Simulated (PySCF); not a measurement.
## Working out the electron affinity of In

In- [Kr] 4d10 5s2 5p2 (3P) → In [Kr] 4d10 5s2 5p1 (2P). All numbers are calculated (PySCF 2.14, scalar relativity through the core potential, in aug-cc-pVQZ-PP with ECP28MDF (7s7p5d3f2g, 92 functions)). Frozen: 4s2 4p6 4d10. Energies in hartree (1 hartree = 27.21139 eV):

| part | In- (lower) | In (upper) |
| --- | --- | --- |
| UHF | -189.213399 | -189.210636 |
| MP2 opposite-spin | -0.034401 | -0.029732 |
| MP2 same-spin | -0.008591 | -0.002347 |

What does Hartree-Fock give?

(-189.210636) − (-189.213399) = 0.002763 hartree = 0.075 eV.

What do MP2 and SCS-MP2 (6/5 opposite-spin, 1/3 same-spin) give?

The opposite-spin parts differ by 0.127 eV and the same-spin parts by 0.170 eV. MP2: 0.075 + (0.127) + (0.170) = 0.372 eV. SCS-MP2: 0.075 + 1.2 × (0.127) + (0.170)/3 = 0.284 eV.

Reference: 0.384 eV (measured; photodetachment measurements, as compiled on the Wikipedia data page of electron affinities), between the lowest levels; spin-orbit coupling is absent from the calculation.

What remains against the reference includes basis incompleteness, the frozen core and correlation beyond second order.
